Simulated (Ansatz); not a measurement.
Basis-set extrapolation for C₂H₃AlO (`C#[C][AlH][OH]`) (PBE0-D4/def2-TZVP geometry, frozen core, Ansatz 0.2.0). Multiplicity 1, RHF reference.

```json
{"": "HF", "def2-TZVPP": "-394.345660", "def2-QZVPP": "-394.359735"}
{"": "MP2 correlation", "def2-TZVPP": "-0.615398", "def2-QZVPP": "-0.660557"}
{"": "CCSD(T) correlation", "def2-TZVPP": "-0.661698", "def2-QZVPP": "not run"}
```

Energies in hartree. Use E(X) = E(∞) + A·exp(−7.88·√X) for Hartree–Fock and E(X) = E(∞) + B·X^(−2.97) for correlation, with X = 3 and 4, and add CCSD(T) minus MP2 of the smaller set to the MP2 limit.

**Question.** What is the CCSD(T) energy at the basis-set limit?

**Answer.** HF limit: -394.359735 + (-0.014075) × 0.13774 = -394.36167. MP2 limit: -0.660557 + (-0.045159) × 0.74074 = -0.69401. Higher-order term: -0.661698 − (-0.615398) = -0.04630. Total: -395.10198 hartree, 59.4 kcal/mol below CCSD(T)/def2-TZVPP.
